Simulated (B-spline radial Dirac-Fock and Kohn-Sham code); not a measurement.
Ionisation energies of cesium ions, computed and tabulated

These are calculated numbers from a radial B-spline solver; the model is Dirac-Fock ΔSCF + Breit + QED. Each value is the difference of the configuration-average energies of two neighbouring ions in their tabulated ground configurations. The model has no electron correlation. NIST's values refer to the lowest levels; many for high charge states are themselves semi-empirical or theoretical. Where a p, d or f shell is open in either ion the computed value averages over both j values and all terms, while the table refers to the lowest levels; that difference holds spin-orbit splitting (largest in heavy or highly charged ions), term energies where several electrons share open shells, and correlation, and it can reach 10 % or more.

```csv
ion,configuration,computed (eV),NIST (eV),kind,NIST − computed (eV)
Cs²⁰⁺,[Ar] 3d10 4s2 4p5,636.7,629 ± 4,theoretical,-7.66
Cs²¹⁺,[Ar] 3d10 4s2 4p4,671.2,666 ± 4,theoretical,-5.16
Cs²²⁺,[Ar] 3d10 4s2 4p3,706.1,700 ± 4,theoretical,-6.15
Cs²³⁺,[Ar] 3d10 4s2 4p2,741.6,753 ± 4,theoretical,+11.38
Cs²⁴⁺,[Ar] 3d10 4s2 4p1,777.6,791 ± 4,theoretical,+13.42
Cs²⁵⁺,[Ar] 3d10 4s2,875.2,875 ± 4,theoretical,-0.22
Cs²⁶⁺,[Ar] 3d10 4s1,914.6,916.1 ± 0.5,semi-empirical,+1.49
Cs²⁷⁺,[Ar] 3d10,1598.7,1592 ± 4,theoretical,-6.71
Cs²⁸⁺,[Ar] 3d9,1682.6,1672 ± 4,theoretical,-10.62
```

Question: Where in this range is the largest relative jump, and why?

Answer: From Cs²⁶⁺ (914.6 eV) to Cs²⁷⁺ (1598.7 eV), a factor of 1.75. The configuration goes from [Ar] 3d10 4s1 to [Ar] 3d10, so the next electron comes out of a deeper subshell.
